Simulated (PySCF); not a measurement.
**Energy of Ca (calcium, neutral) between two integer charges**

The 4s beta orbital of [Ar] 4s2 is emptied in steps (occupation f), with all orbitals relaxed, ending at [Ar] 4s1. Computed with PySCF 2.14 in def2-SVP (5s3p2d, 24 functions), with no relativity, point nucleus. The exact energy is a straight line in f; departures are measured from the line between the end points of the same method.

| f | UHF (eV) | LDA (eV) | PBE (eV) | PBE0 (eV) | r2SCAN (eV) | BHandHLYP (eV) | HSE06 (eV) | B3LYP (eV) |
| --- | --- | --- | --- | --- | --- | --- | --- | --- |
| 1 | 0.000 | 0.000 | 0.000 | 0.000 | 0.000 | 0.000 | 0.000 | 0.000 |
| 0.8 | 0.025 | -0.387 | -0.381 | -0.278 | -0.322 | -0.208 | -0.334 | -0.322 |
| 0.6 | 0.035 | -0.581 | -0.574 | -0.418 | -0.475 | -0.318 | -0.502 | -0.487 |
| 0.4 | 0.032 | -0.580 | -0.576 | -0.419 | -0.463 | -0.324 | -0.503 | -0.490 |
| 0.2 | 0.019 | -0.386 | -0.382 | -0.277 | -0.300 | -0.221 | -0.335 | -0.328 |
| 0 | 0.000 | 0.000 | 0.000 | 0.000 | 0.000 | 0.000 | 0.000 | 0.000 |

```json
{"method": "UHF", "E(f=0) − E(f=1) (eV)": "5.133", "−ε at f=1 (eV)": "5.310", "−ε at f=0.4 (eV)": "5.093"}
{"method": "LDA", "E(f=0) − E(f=1) (eV)": "6.287", "−ε at f=1 (eV)": "3.881", "−ε at f=0.4 (eV)": "6.776"}
{"method": "PBE", "E(f=0) − E(f=1) (eV)": "6.144", "−ε at f=1 (eV)": "3.779", "−ε at f=0.4 (eV)": "6.620"}
{"method": "PBE0", "E(f=0) − E(f=1) (eV)": "6.058", "−ε at f=1 (eV)": "4.330", "−ε at f=0.4 (eV)": "6.408"}
{"method": "r2SCAN", "E(f=0) − E(f=1) (eV)": "5.857", "−ε at f=1 (eV)": "3.818", "−ε at f=0.4 (eV)": "6.314"}
{"method": "BHandHLYP", "E(f=0) − E(f=1) (eV)": "6.018", "−ε at f=1 (eV)": "4.741", "−ε at f=0.4 (eV)": "6.254"}
{"method": "HSE06", "E(f=0) − E(f=1) (eV)": "6.065", "−ε at f=1 (eV)": "3.983", "−ε at f=0.4 (eV)": "6.477"}
{"method": "B3LYP", "E(f=0) − E(f=1) (eV)": "6.213", "−ε at f=1 (eV)": "4.221", "−ε at f=0.4 (eV)": "6.607"}
```

Orbital energy along the path (eV):

```csv
f,UHF,LDA,PBE,PBE0,r2SCAN,BHandHLYP,HSE06,B3LYP
1,-5.310,-3.881,-3.779,-4.330,-3.818,-4.741,-3.983,-4.221
0.8,-5.216,-4.832,-4.705,-5.010,-4.677,-5.219,-4.808,-4.992
0.6,-5.146,-5.802,-5.653,-5.704,-5.508,-5.722,-5.641,-5.788
0.4,-5.093,-6.776,-6.620,-6.408,-6.314,-6.254,-6.477,-6.607
0.2,-5.053,-7.740,-7.610,-7.127,-7.008,-6.824,-7.353,-7.445
0,-5.021,-8.653,-8.021,-7.350,-7.448,-7.362,-7.640,-8.183
```

Reference removal energy between the ground levels: 6.113 eV (measured; NIST Atomic Spectra Database, ionization energies). UHF lacks correlation.
